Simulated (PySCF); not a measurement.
RuO₃: fields on a plane

Computed with PySCF, PBE0, basis Ru def2-SVP with ECP28, O def2-SVP (scalar-relativistic core potentials, no spin–orbit coupling, density fitting).

The singlet minimum has Ru–O 1.661 Å (×3); O–Ru–O 120.0° (×3).

The plane holds Ru1 at (0.00, 0.00), O2 at (1.66, 0.00), O3 at (-0.83, 1.44), O4 at (-0.83, -1.44) Å. Columns run from x = -2.85 to 4.05 Å, rows from y = 3.75 (top) to -3.45 Å, in steps of 0.3 Å. Other isomers or separated fragments may lie lower. Core electrons replaced by a potential are absent, the electrostatic potential uses the reduced nuclear charge, and values within about 0.7 Å of such atoms have no physical meaning.

Give the electron localisation function (set to 0 where the density is under 0.005 e/Å³). Lower edges of the bins: '0' 0.000, '1' 0.091, '2' 0.182, '3' 0.274, '4' 0.365, '5' 0.456, '6' 0.547, '7' 0.638, '8' 0.730, '9' 0.821; top 0.91.


```
000000000000000000000000
000000000000000000000000
000000110000000000000000
000012333210000000000000
000235666531000000000000
001468999752000000000000
003589999973000000000000
013699519973000111000000
014799198841013443200000
003689978411026776420000
002478863464148998631000
000233237898369999852000
000001169009476469852000
000001169009476469852000
000233237898369999852000
002478863464148998631000
003689978411026776420000
014799198841013443200000
013699519973000111000000
003589999973000000000000
001468999752000000000000
000235666531000000000000
000012333210000000000000
000000110000000000000000
000000000000000000000000
```

Give the electrostatic potential (V) (cut at 20 V). Every second row and column.


```
-0.1 -0.2 -0.2 -0.3 -0.2 -0.1 -0.1  0.0  0.0  0.0  0.0  0.0
-0.2 -0.3 -0.4 -0.5 -0.4 -0.2  0.0  0.0  0.0  0.0  0.0  0.0
-0.3 -0.5 -0.6 -0.1 -0.2 -0.2  0.1  0.2  0.1  0.0 -0.1 -0.1
-0.3 -0.5  1.0 20.0 13.4  1.2  0.8  0.5  0.0 -0.1 -0.2 -0.1
-0.2 -0.4  3.9 20.0 20.0  7.3  4.0  1.2 -0.1 -0.4 -0.3 -0.2
 0.0  0.1  2.0 14.2 20.0 20.0 15.7  7.2  4.5 -0.2 -0.5 -0.3
 0.2  0.6  2.9 15.7 20.0 20.0 20.0 20.0 20.0  1.9 -0.6 -0.4
 0.1  0.4  2.4 12.7 20.0 20.0 20.0 20.0 20.0  0.7 -0.6 -0.3
-0.1 -0.2  2.7 20.0 20.0 15.9  8.1  2.5  0.5 -0.5 -0.4 -0.3
-0.3 -0.5  3.1 20.0 20.0  3.4  1.9  0.7  0.0 -0.3 -0.2 -0.2
-0.3 -0.5 -0.2  3.2  2.1  0.1  0.3  0.3  0.1 -0.1 -0.1 -0.1
-0.2 -0.4 -0.6 -0.6 -0.5 -0.3  0.0  0.1  0.0  0.0  0.0  0.0
-0.2 -0.2 -0.3 -0.4 -0.3 -0.2 -0.1  0.0  0.0  0.0  0.0  0.0
```
